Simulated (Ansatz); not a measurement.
Consider the homolysis of the Ge–O bond: `B[O][GeH3]` → `[GeH3]`• + `B[O]`•.

Isolated molecules relaxed with PBE0-D4/def2-TZVP in Ansatz; ΔE leaves out vibrations. CBS: MP2 limit from def2 TZ/QZ plus the TZ coupled-cluster correction, frozen cores. This one scheme is used for every species. DFT in def2-TZVPP. HSE06 is defined as in plane-wave codes. No spin–orbit coupling; open shells (•) take unrestricted orbitals. For Ge outer-core shells are correlated without core-valence functions, which leaves a few kJ/mol of doubt a bond. Scalar relativity is left out up to krypton.

| level | ΔE (eV) | difference from CCSD(T)/CBS |
| --- | --- | --- |
| r2SCAN0-D4 | 3.56 | -0.47 |
| ωB97X-V | 3.89 | -0.14 |
| ωB97M-V | 3.81 | -0.22 |
| B2PLYP | 3.80 | -0.23 |
| PBE-QIDH | 3.97 | -0.06 |
| HSE06 | 3.58 | -0.45 |
| BHLYP | 3.61 | -0.42 |
| HF/def2-SVP | 2.79 | -1.24 |
| CCSD/def2-SVP | 3.62 | -0.41 |
| CCSD(T)/def2-SVP | 3.65 | -0.38 |
| MP2/def2-TZVPP | 4.43 | 0.40 |
| SCS-MP2/def2-TZVPP | 4.35 | 0.32 |
| CCSD/def2-TZVPP | 3.85 | -0.18 |
| HF/def2-QZVPP | 2.84 | -1.19 |
| SCS-MP2/def2-QZVPP | 4.42 | 0.39 |
| CCSD/CBS(def2) | 3.97 | -0.06 |
| CCSD(T)/CBS | 4.03 | 0 |

Largest T1 diagnostic among the species: 0.040.

At CCSD(T), def2-SVP lies −0.38 eV from the extrapolated value and def2-TZVPP −0.12 eV: correlation converges slowly with the basis, and small sets miss more of it in the bonded molecule than in its fragments. The D4 term adds +0.10 eV with B3LYP and +0.05 eV with PBE0; it sums over pairs of atoms, weighted by their polarisabilities, and B3LYP, whose exchange is more repulsive, gets the larger term.

B3LYP here is the variant with VWN-RPA as its local correlation; programs differ in this.
